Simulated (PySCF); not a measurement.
Mayer bond orders and bond lengths

Species: CH12OSSi5.
SMILES with atom numbers: `[CH3:1][S:2][Si@:3]1([SiH3:4])[SiH2:5][O:6][SiH2:7][SiH2:8]1` (hydrogens: H9, H10, H11 on C1; H12, H13, H14 on Si4; H15, H16 on Si5; H17, H18 on Si7; H19, H20 on Si8)

Cartesian coordinates in Å at the GFN2-xTB level; atoms count from 1:
```xyz
20
CH12OSSi5 angstrom
C      2.3188   -0.9928   -1.9162
S      1.0902   -1.9854   -1.0251
Si     0.2430   -0.4009    0.2415
Si     1.9808    0.3987    1.6120
Si    -1.5877   -1.2658    1.4003
O     -2.6778   -0.1009    1.0398
Si    -2.9598    1.0868   -0.0525
Si    -0.8948    1.2171   -1.1001
H      1.8136   -0.2409   -2.5160
H      2.8715   -1.6721   -2.5572
H      2.9920   -0.5204   -1.2065
H      2.2394    1.8191    1.3485
H      1.6421    0.2764    3.0323
H      3.2670   -0.2808    1.4269
H     -1.4618   -1.1616    2.8541
H     -2.2310   -2.5249    1.0370
H     -3.3549    2.2230    0.7798
H     -4.1034    0.6249   -0.8402
H     -0.9292    0.9647   -2.5514
H     -0.2632    2.5465   -1.0101
```

Bond orders from the PBE0/pcSseg-1 density (PySCF). Geometry: GFN2-xTB, one conformer, isolated molecule. GFN2-xTB frequencies show an imaginary mode (38i cm⁻¹), so this geometry is no minimum at that level.

(1) How far do the computed orders between heavy atoms stray from the drawn ones?

(2) Set the Mayer orders of the bonds beside their lengths.

Results:

(1) The largest departure is 0.209, at Si8–Si3 (drawn single, 0.791). Drawn single, order below 0.88: Si3–Si4 (0.814), Si3–Si5 (0.817), Si7–Si8 (0.876) and Si8–Si3 (0.791).

(2) 
| bond | drawn as | length (Å) | Mayer order |
| --- | --- | --- | --- |
| C1–S2 | single | 1.813 | 0.992 |
| S2–Si3 | single | 2.198 | 0.947 |
| Si3–Si4 | single | 2.353 | 0.814 |
| Si3–Si5 | single | 2.333 | 0.817 |
| Si5–O6 | single | 1.636 | 0.895 |
| O6–Si7 | single | 1.638 | 0.907 |
| Si7–Si8 | single | 2.319 | 0.876 |
| Si8–Si3 | single | 2.390 | 0.791 |
| C1–H9 | single | 1.086 | 0.944 |
| C1–H10 | single | 1.085 | 0.959 |
| C1–H11 | single | 1.086 | 0.941 |
| Si4–H12 | single | 1.468 | 0.934 |
| Si4–H13 | single | 1.465 | 0.944 |
| Si4–H14 | single | 1.466 | 0.939 |
| Si5–H15 | single | 1.463 | 0.927 |
| Si5–H16 | single | 1.460 | 0.932 |
| Si7–H17 | single | 1.463 | 0.921 |
| Si7–H18 | single | 1.463 | 0.919 |
| Si8–H19 | single | 1.474 | 0.941 |
| Si8–H20 | single | 1.475 | 0.924 |

Bonds between the same two heavy elements. Si–Si: lowest Si8–Si3 (0.791, 2.390 Å), highest Si7–Si8 (0.876, 2.319 Å). O–Si: all 2 within 0.02 of one another (0.895 to 0.907).

**Question.** Sum the orders of all bonds at each heavy atom with more than one neighbour and set the sums beside the valence in the SMILES.

**Answer.** C1 3.836 (drawn 4), S2 1.939 (drawn 2), Si3 3.369 (drawn 4), Si4 3.631 (drawn 4), Si5 3.571 (drawn 4), O6 1.802 (drawn 2), Si7 3.623 (drawn 4), Si8 3.532 (drawn 4). Orders between atoms that aren't bonded are not in these sums.

For a closed shell the Mayer order of atoms A and B is Σ (PS)μν (PS)νμ over the basis functions μ on A and ν on B, with P the density and S the overlap matrix.
